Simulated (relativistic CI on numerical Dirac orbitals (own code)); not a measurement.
Level scheme of Nd20+

Method of calculation: Dirac-Coulomb-Breit CI, KLI orbitals optimised for each configuration, a model potential for QED, unscaled Slater integrals (own radial code, finite nucleus).

CI space (outside the closed core [Ar] 3d10): 4s²4p⁶4d⁴, 4s²4p⁵4d⁵, 4s²4p⁶4d³4f, 4s4p⁶4d⁵, 4s²4p⁵4d⁴4f, 4s²4p⁶4d³5s, 4s4p⁶4d⁴4f, 4s²4p⁶4d³5p, 4s²4p⁶4d²4f5s, 4s²4p⁶4d³5d, 4s²4p⁶4d²5s5p, 4s²4p⁵4d⁴5s, 4s²4p⁶4d³5f, 4s²4p⁶4d³6s, 4s²4p⁶4d³6p, 4s4p⁶4d³4f5s, 4p⁶4d⁵4f, 4s²4p⁶4d³6f, 4s²4p⁶4d³7p, 4p⁶4d⁶, 4p⁵4d⁷, 4p⁵4d⁶4f, 4s²4p⁶4d²5s², 4s²4p⁶4d4f5s², 4s²4p⁵4d²4f5s², 4s4p⁶4d²4f5s². Double excitations out of closed p, d and f shells are left out; levels of such configurations are missing from the list, as are those of other unlisted configurations, and high levels can miss mixing partners. These lack a partner that the ground configuration has and come out too high: 4s²4p⁵4d⁴5s.

The lowest level is 4s²4p⁶4d⁴ ⁵D0, with 55 % of that term; Hund's rules for 4s²4p⁶4d⁴ give ⁵D with J = 0, in agreement.

| No. | Configuration | Term | J | E (cm⁻¹) | % | Landé g | jj configuration (%) |
| --- | --- | --- | --- | --- | --- | --- | --- |
| 1 | 4s²4p⁶4d⁴ | ⁵D | 0 | 0 | 55 |  | 4d3/2^4 (82) |
| 2 | 4s²4p⁶4d⁴ | ⁵D | 1 | 20517 | 80 | 1.497 | 4d3/2^3 4d5/2 (86) |
| 3 | 4s²4p⁶4d⁴ | ⁵D | 2 | 35559 | 85 | 1.450 | 4d3/2^2 4d5/2^2 (50) |
| 4 | 4s²4p⁶4d⁴ | ⁵D | 3 | 45534 | 75 | 1.407 | 4d3/2^2 4d5/2^2 (44) |
| 5 | 4s²4p⁶4d⁴ | ⁵D | 4 | 48541 | 41 | 1.259 | 4d3/2^3 4d5/2 (72) |
| 6 | 4s²4p⁶4d⁴ | ⁵D | 0 | 70911 | 41 |  | 4d3/2^2 4d5/2^2 (79) |
| 7 | 4s²4p⁶4d⁴ | ³H | 4 | 71626 | 49 | 1.072 | 4d3/2^2 4d5/2^2 (69) |
| 8 | 4s²4p⁶4d⁴ | ³G | 3 | 82606 | 63 | 0.919 | 4d3/2^2 4d5/2^2 (54) |
| 9 | 4s²4p⁶4d⁴ | ³F | 2 | 87035 | 54 | 0.897 | 4d3/2^2 4d5/2^2 (55) |
| 10 | 4s²4p⁶4d⁴ | ³H | 5 | 87473 | 73 | 1.075 | 4d3/2^2 4d5/2^2 (97) |
| 11 | 4s²4p⁶4d⁴ | ³H | 6 | 93972 | 63 | 1.106 | 4d3/2^2 4d5/2^2 (93) |
| 12 | 4s²4p⁶4d⁴ | ³P | 1 | 94461 | 66 | 1.288 | 4d3/2^2 4d5/2^2 (76) |
| 13 | 4s²4p⁶4d⁴ | ³G | 4 | 103767 | 65 | 1.027 | 4d3/2^2 4d5/2^2 (86) |
| 14 | 4s²4p⁶4d⁴ | ³D | 2 | 108376 | 45 | 1.166 | 4d3/2^2 4d5/2^2 (84) |
| 15 | 4s²4p⁶4d⁴ | ³D | 3 | 110034 | 43 | 1.180 | 4d3/2^2 4d5/2^2 (73) |
| 16 | 4s²4p⁶4d⁴ | ³F | 4 | 115594 | 44 | 1.172 | 4d3/2 4d5/2^3 (59) |
| 17 | 4s²4p⁶4d⁴ | ³F | 3 | 126430 | 46 | 1.098 | 4d3/2 4d5/2^3 (82) |
| 18 | 4s²4p⁶4d⁴ | ³G | 5 | 133053 | 73 | 1.155 | 4d3/2 4d5/2^3 (97) |
| 19 | 4s²4p⁶4d⁴ | ³P | 2 | 135106 | 36 | 1.119 | 4d3/2 4d5/2^3 (45) |
| 20 | 4s²4p⁶4d⁴ | ¹I | 6 | 136695 | 63 | 1.057 | 4d3/2 4d5/2^3 (93) |
| 21 | 4s²4p⁶4d⁴ | ³D | 1 | 138436 | 75 | 0.732 | 4d3/2 4d5/2^3 (83) |
| 22 | 4s²4p⁶4d⁴ | ³F | 4 | 150318 | 46 | 1.104 | 4d3/2^2 4d5/2^2 (65) |
| 23 | 4s²4p⁶4d⁴ | ³P | 2 | 155845 | 57 | 1.281 | 4d3/2^2 4d5/2^2 (57) |
| 24 | 4s²4p⁶4d⁴ | ¹S | 0 | 157942 | 67 |  | 4d3/2 4d5/2^3 (83) |
| 25 | 4s²4p⁶4d⁴ | ¹F | 3 | 162769 | 55 | 1.067 | 4d3/2 4d5/2^3 (85) |
| 26 | 4s²4p⁶4d⁴ | ³F | 2 | 172245 | 46 | 1.062 | 4d3/2^2 4d5/2^2 (54) |
| 27 | 4s²4p⁶4d⁴ | ³F | 4 | 190703 | 48 | 1.130 | 4d5/2^4 (67) |
| 28 | 4s²4p⁶4d⁴ | ³F | 3 | 193178 | 75 | 1.068 | 4d3/2 4d5/2^3 (96) |
| 29 | 4s²4p⁶4d⁴ | ¹D | 2 | 195338 | 41 | 1.013 | 4d5/2^4 (48) |
| 30 | 4s²4p⁶4d⁴ | ³P | 1 | 195900 | 96 | 1.478 | 4d3/2 4d5/2^3 (92) |
| 31 | 4s²4p⁶4d⁴ | ³P | 0 | 203856 | 76 |  | 4d3/2^2 4d5/2^2 (54) |
| 32 | 4s²4p⁶4d⁴ | ¹G | 4 | 204212 | 64 | 1.075 | 4d3/2 4d5/2^3 (82) |
| 33 | 4s²4p⁶4d⁴ | ¹D | 2 | 243329 | 85 | 0.998 | 4d3/2 4d5/2^3 (41) |
| 34 | 4s²4p⁶4d⁴ | ¹S | 0 | 308453 | 87 |  | 4d5/2^4 (50) |
| 35 | 4s²4p⁵4d⁵ | ⁷P° | 4 | 851889 | 80 | 1.692 | 4p3/2^3 4d3/2^3 4d5/2^2 (42) |
| 36 | 4s²4p⁵4d⁵ | ⁷P° | 3 | 889348 | 58 | 1.785 | 4p3/2^3 4d3/2^3 4d5/2^2 (45) |
| 37 | 4s²4p⁵4d⁵ | ⁵P° | 2 | 896858 | 38 | 1.658 | 4p3/2^3 4d5/2 (64) |
| 38 | 4s²4p⁵4d⁵ | ⁵D° | 4 | 908529 | 25 | 1.353 | 4p3/2^3 4d5/2 (53) |
| 39 | 4s²4p⁵4d⁵ | ⁵P° | 1 | 921688 | 77 | 2.241 | 4p3/2^3 4d3/2^3 4d5/2^2 (64) |
| 40 | 4s²4p⁵4d⁵ | ⁵G° | 6 | 922086 | 64 | 1.276 | 4p3/2^3 4d3/2^3 4d5/2^2 (65) |
| 41 | 4s²4p⁵4d⁵ | ⁵G° | 5 | 922086 | 41 | 1.283 | 4p3/2^3 4d3/2^3 4d5/2^2 (80) |
| 42 | 4s²4p⁵4d⁵ | ⁵G° | 3 | 927360 | 27 | 1.142 | 4p3/2^3 4d3/2^3 4d5/2^2 (66) |
| 43 | 4s²4p⁵4d⁵ | ⁵G° | 2 | 927646 | 29 | 0.909 | 4p3/2^3 4d3/2^3 4d5/2^2 (66) |
| 44 | 4s²4p⁵4d⁵ | ⁵D° | 3 | 928754 | 29 | 1.281 | 4p3/2^3 4d3/2^3 4d5/2^2 (61) |
| 45 | 4s²4p⁵4d⁵ | ⁵G° | 4 | 930619 | 44 | 1.179 | 4p3/2^3 4d3/2^3 4d5/2^2 (62) |

Energies count from the lowest computed level; ° marks odd parity. Filled j subshells are mostly left out of the jj labels.

The mean weight of the leading LS term, summed over parents, in these 45 levels is 58 %, and that of the leading jj configuration (from the same eigenvectors) 69 %, so jj coupling describes them better and the LS labels are nominal.

At this charge energies of transitions that change n are usually good to better than 1 %, and those within a shell (Δn = 0) to a few per cent. Terms inside the open d or f shell come out 10 to 20 % too wide with unscaled integrals.

LS names give the leading component of a level, which can be under half, so a name can repeat, a term be missing and a line seem to break the LS rules.
